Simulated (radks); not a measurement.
Problem. Species: the mercury ion Hg69+. Configuration: [Ne] 3s1. All-electron calculation, Dirac Kohn-Sham, PBE, spin-unpolarised, spherical densities, point nucleus. Program: a radial shooting solver on a logarithmic mesh with Libxc functionals. Some entries of the table are withheld. Estimate them.

orbital,occ.,eigenvalue (hartree),<r^2> (bohr^2)
1s1/2,2,-3287.313,(1)
2s1/2,2,-762.1242,(2)
2p1/2,2,(3),(4)
2p3/2,4,(5),(6)
3s1/2,1,-314.9443,(7)

Solution. 
(1) 1s1/2 <r^2> (bohr^2): 0.0003798
(2) 2s1/2 <r^2> (bohr^2): 0.005559
(3) 2p1/2 eigenvalue (hartree): -743.6002
(4) 2p1/2 <r^2> (bohr^2): 0.003911
(5) 2p3/2 eigenvalue (hartree): -669.5843
(6) 2p3/2 <r^2> (bohr^2): 0.005017
(7) 3s1/2 <r^2> (bohr^2): 0.03098
